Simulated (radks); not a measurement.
Results of a calculation; reference values are marked as such.
Spherical quantum dot in the effective-mass picture: electrons in a hard-walled sphere of radius 6.86, all in effective atomic units (hartree* = m*/eps^2 hartree, bohr* = eps/m* bohr), one dielectric constant everywhere. Level of theory: non-relativistic Kohn-Sham, LDA (Slater exchange, Perdew-Wang correlation), spin-polarised, spherical densities (a radial shooting solver with Libxc functionals). Levels are named by radial order and angular momentum (1s, 1p, 1d, 2s, ...), and open shells are averaged over m. Results are scaled to m* = 0.325 and eps = 15.6, for which hartree* = 36.34 meV and bohr* = 2.54 nm.

N = 20, configuration 1s2 1p6 1d10 1f(up 2, down 0). This is the lowest configuration that the search found. Occupied and some empty levels:

level,occupation,eigenvalue (meV),<r> (nm)
1s up,1,131.74,12.56
1s down,1,132.17,12.53
1p up,3,133.42,12.78
1p down,3,133.86,12.77
1d up,5,136.54,13.03
1d down,5,136.99,13.02
1f up,2,140.95,13.26
1f down,0,141.41,13.25
1g up,0,146.55,13.46
1g down,0,147.02,13.46
2s up,0,148.80,7.893
2s down,0,148.93,7.874
2p up,0,154.68,9.209
2p down,0,154.87,9.193
2d up,0,162.04,10.04
2d down,0,162.27,10.03

Energy (meV): total 1442.09, kinetic 293.07, external 0, Hartree 1327.1, exchange-correlation -178.08.
